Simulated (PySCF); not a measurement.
**YB: from constants to spectrum**

UHF-CCSD(T) constants of YB, ⁵Σ⁻ (quintet), unpaired electrons σ ↑↑, π ↑↑ (PySCF, scalar-relativistic core potentials, basis sets Y def2-TZVPP with ECP28, B def2-TZVPP; masses 88.9058 and 11.0093 u):

* ωe: 588.9 cm⁻¹
* ωexe: 2.51 cm⁻¹
* Be: 0.34583 cm⁻¹
* αe: 0.00179 cm⁻¹
* De to Y (4d1 5s2) + B: 2.00 eV

Problem. What force constant and bond length do these constants imply?

Solution. Reduced mass μred = 9.7962 u; k = 5.8918×10⁻⁷·μred·ωe² (u, cm⁻¹, mdyn/Å) = 2.00 mdyn/Å; Re = √(16.8576/(μred·Be)) (u, cm⁻¹, Å) = 2.231 Å.

Problem. Estimate the centrifugal constant D from the Kratzer relation and find the Dunham coefficient a1.

Solution. D = 4Be³/ωe² = 4.77e-07 cm⁻¹; a1 = −1 − αeωe/(6Be²) = -2.47.

Correlated steps freeze 1 core orbital. Spin–orbit coupling is left out, which matters for elements this heavy, above all for dissociation energies. The CCSD T1 diagnostic is raised, a sign that a single reference may not be enough here. The state is the lowest single determinant that the PBE0 search found; with open d or f shells the true ground state can be another one.
